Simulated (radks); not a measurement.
Ru+, 43 electrons, occupied as [Kr] 4d6 6d1 (not the ground configuration). Calculated with a radial shooting solver on a logarithmic mesh with Libxc functionals: scalar-relativistic Kohn-Sham, PBE, spin-polarised, spherical densities, finite nucleus; open shells are filled with parallel spins first (spin-orbit coupling, left out, can overturn this in heavy ions); Fermi nuclear charge, rms radius 4.4809 fm.

Normalised radial functions P(r) = r R(r), r in bohr:

r	4s up	4d up	6d up
0.002589	0.0892	0.0000	0.0000
0.004217	0.1310	0.0001	0.0000
0.006925	0.1834	0.0002	0.0000
0.01128	0.2318	0.0009	0.0001
0.01838	0.2425	0.0033	0.0006
0.02994	0.1534	0.0120	0.0020
0.04877	-0.0847	0.0396	0.0066
0.08009	-0.3692	0.1145	0.0191
0.1305	-0.2967	0.2592	0.0431
0.2126	0.3289	0.4079	0.0674
0.3463	0.5785	0.3147	0.0504
0.5686	-0.4347	-0.2096	-0.0387
0.9263	-1.1564	-0.7730	-0.1233
1.509	-0.5889	-0.7965	-0.0752
2.458	-0.0823	-0.4035	0.1101
4.037	-0.0019	-0.0882	0.2378
6.576	0.0000	-0.0055	0.0010
10.71	0.0000	0.0000	-0.3738
17.45	0.0000	0.0000	-0.1334
28.66	0.0000	0.0000	-0.0034

4s up: eigenvalue -94.492 eV, 3 radial nodes at r = 0.0422, 0.170, 0.481 bohr, <r> = 1.02 bohr, 90 % of the charge inside 1.48 bohr. 4d up: eigenvalue -22.269 eV, 1 radial node at r = 0.483 bohr, <r> = 1.52 bohr, 90 % of the charge inside 2.39 bohr. 6d up: eigenvalue -2.715 eV, 3 radial nodes at r = 0.475, 1.89, 6.58 bohr, <r> = 11.0 bohr, 90 % of the charge inside 15.3 bohr.
